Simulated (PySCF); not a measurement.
Compound: (FAlS)3 ring, Al3F3S3.
Structure used (PBE0-D3(BJ)/def2-SVP), in Å, numbered top down from 1:
```
atom  x, y, z in Å
Al1    1.094   -0.119    1.700
F2     2.027   -0.136    3.068
S3    -0.701    1.077    1.879
Al4   -1.673    1.112   -0.056
F5    -3.014    2.081   -0.122
S6    -1.216    0.095   -1.914
Al7    0.609   -1.036   -1.650
F8     1.118   -1.835   -3.008
S9     1.889   -1.309    0.076
```

Method: TDDFT CAM-B3LYP/def2-SVPD, vertical, gas phase, core orbitals frozen in the response (PySCF 2.14.0, density-fitted response routines).

Transition dipole moments from the ground state, in atomic units and in the frame of the coordinates above (overall signs are arbitrary), for the states with f of 0.002 or more among the lowest 13:

```json
{"state": "S4", "E (eV)": "6.362", "μx": "0.333", "μy": "0.034", "μz": "0.354"}
{"state": "S5", "E (eV)": "6.373", "μx": "0.222", "μy": "-0.341", "μz": "-0.179"}
{"state": "S6", "E (eV)": "6.437", "μx": "0.578", "μy": "0.850", "μz": "-0.365"}
{"state": "S8", "E (eV)": "6.652", "μx": "-0.185", "μy": "0.115", "μz": "-0.025"}
{"state": "S9", "E (eV)": "6.706", "μx": "-0.408", "μy": "0.591", "μz": "0.899"}
{"state": "S10", "E (eV)": "6.709", "μx": "-0.851", "μy": "0.342", "μz": "-0.633"}
{"state": "S11", "E (eV)": "6.822", "μx": "0.209", "μy": "-0.082", "μz": "0.165"}
{"state": "S12", "E (eV)": "6.830", "μx": "0.100", "μy": "-0.144", "μz": "-0.176"}
{"state": "S13", "E (eV)": "6.896", "μx": "0.098", "μy": "-0.123", "μz": "-0.170"}
```

(1) What oscillator strength does each state have?

(2) What angle do the transition dipoles of S4 and S5 make?

(3) What peak molar absorption coefficient would the strongest computed level give as a lone Gaussian band 0.5 eV wide at half height?

## Answers

(1) f = (2/3) ΔE |μ|² with ΔE in hartree (27.2114 eV).

| state | \|μ\|² (au) | \|μ\| (D) | f |
| --- | --- | --- | --- |
| S4 | 0.237 | 1.24 | 0.037 |
| S5 | 0.197 | 1.13 | 0.031 |
| S6 | 1.189 | 2.77 | 0.188 |
| S8 | 0.048 | 0.56 | 0.008 |
| S9 | 1.324 | 2.92 | 0.218 |
| S10 | 1.242 | 2.83 | 0.204 |
| S11 | 0.077 | 0.71 | 0.013 |
| S12 | 0.062 | 0.63 | 0.010 |
| S13 | 0.054 | 0.59 | 0.009 |

(2) |cos θ| = |μa·μb| / (|μa| |μb|) = 0.00, so θ ≈ 90° (taken between 0 and 90°, since the signs are arbitrary).

(3) ε(max) = 2.175×10⁸ f / FWHM, with the width in cm⁻¹. S9/S10 (f summed): 2.175×10⁸ × 0.4217 / 4033 ≈ 23000 L mol⁻¹ cm⁻¹.

S9/S10 and S11/S12 coincide within about 0.01 eV; within a degenerate level the directions of the single components are arbitrary.

Hardware: one thread of an Arm Neoverse V1, no GPU, shared host. Cost: 82 s wall (with the writing of density and orbital grids), 1.1 GiB resident at most.

One conformer stands for the species.
